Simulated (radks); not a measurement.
The numbers below are computed, except where a source is named.
Species: I XLV. Configuration: [He] 2s2 2p5.

Code: a radial shooting solver on a logarithmic mesh with Libxc functionals. Model: scalar-relativistic Kohn-Sham, r2SCAN, spin-polarised, spherical densities, finite nucleus; open shells are filled with parallel spins first (spin-orbit coupling, left out, can overturn this in heavy ions); meta-GGA in the generalised Kohn-Sham scheme; Fermi nuclear charge, rms radius 4.75 fm.

Energy parts (eV):
part                       energy
total                 -138013.226
kinetic                146806.063
electron-nucleus      -294872.765
Hartree                 12322.701
exchange-correlation    -2269.225

Orbitals (lengths in bohr, moments of r in powers of bohr):
[
 {"orbital": "1s up", "occ.": "1", "eigenvalue (eV)": "-36271.51", "<r^4>": "2.626e-06"},
 {"orbital": "1s down", "occ.": "1", "eigenvalue (eV)": "-36256.82", "<r^4>": "2.621e-06"},
 {"orbital": "2s up", "occ.": "1", "eigenvalue (eV)": "-8065.774", "<r^4>": "0.0003921"},
 {"orbital": "2s down", "occ.": "1", "eigenvalue (eV)": "-8046.369", "<r^4>": "0.0003939"},
 {"orbital": "2p up", "occ.": "3", "eigenvalue (eV)": "-7589.896", "<r^4>": "0.0002742"},
 {"orbital": "2p down", "occ.": "2", "eigenvalue (eV)": "-7564.485", "<r^4>": "0.0002762"},
 {"orbital": "3s up", "occ.": "0", "eigenvalue (eV)": "-3313.180", "<r^4>": "0.01019"},
 {"orbital": "3s down", "occ.": "0", "eigenvalue (eV)": "-3306.124", "<r^4>": "0.01026"},
 {"orbital": "3p up", "occ.": "0", "eigenvalue (eV)": "-3169.647", "<r^4>": "0.009304"},
 {"orbital": "3p down", "occ.": "0", "eigenvalue (eV)": "-3161.475", "<r^4>": "0.009385"}
]

The highest occupied level is 2p down at -7564.5 eV. For comparison, the ionisation energy in NIST's Atomic Spectra Database is 7563 eV (theoretical). In exact Kohn-Sham theory the highest level is minus the ionisation energy, but local and semilocal functionals leave it too shallow, through self-interaction and a potential that decays too fast; potentials with the right tail come closer. The density falls to 0.001 e/bohr^3 at r = 0.43 bohr. The electron density at the nucleus is 2.523e+05 e/bohr^3 (large components only). Summed over all electrons, <r^2> = 0.09232 bohr^2, which gives a Langevin (diamagnetic) susceptibility term of -0.0731 x 10^-6 cm^3/mol.
